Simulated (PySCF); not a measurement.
Molecule: SMILES [SiH3]S[SiH2]O, H₆OSSi₂.

Numbering as in the mapped SMILES `[OH:1][SiH2:2][S:3][SiH3:4]`; H(Xn) means a hydrogen on atom n.

Geometry PBE0-D3(BJ)/def2-SVP throughout; GIAO in PySCF, gas phase, one conformer, non-relativistic; equivalent atoms averaged; basis pcSseg-2.

(1) How do the shifts δ (against H2O, TMS, CS2 at the same level) depend on the functional? (ppm; last column core-seconds on shared hosts with different chips, so compare them loosely; the GGAs took longer than the global hybrids here, which isn't the general rule, and the cause wasn't traced)

(2) Which nucleus moves most, in ppm?

## Answers

(1) 
```
functional           kind    O1    Si2    Si4      S3  H(Si2)  H(Si4)  H(O1)  core-s
        HF   Hartree–Fock  15.7  -18.2  -55.7  -304.7    4.91    4.28   1.79      14
       LDA            LDA  45.4   -1.1  -70.1  -260.4    6.10    4.95   1.09      21
       PBE            GGA  40.1   -7.9  -65.8  -257.3    5.84    4.76   0.97      27
      BLYP            GGA  41.0  -12.6  -66.4  -245.5    5.73    4.69   0.99      27
      BP86            GGA  38.2   -8.8  -64.8  -256.6    5.82    4.75   0.97      27
      OPBE            GGA  35.1   -7.2  -59.5  -267.0    5.70    4.67   1.04      28
       KT2            GGA  36.5   -6.7  -65.2  -242.5    5.78    4.70   0.89      28
       KT3            GGA  34.5  -10.6  -61.1  -245.2    5.54    4.54   0.96      27
     B97-D            GGA  34.9  -12.9  -61.9  -251.2    5.62    4.62   1.06      27
     B3LYP  global hybrid  34.2  -12.1  -63.0  -263.8    5.51    4.58   1.16      23
  mPW1PW91  global hybrid  30.7   -9.2  -60.8  -279.4    5.51    4.59   1.19      22
```

(2) S3 (sulfur bonded to 2 Si): from -304.7 ppm with HF to -242.5 ppm with KT2. The smallest spread is 0.67 ppm, at H(Si4).
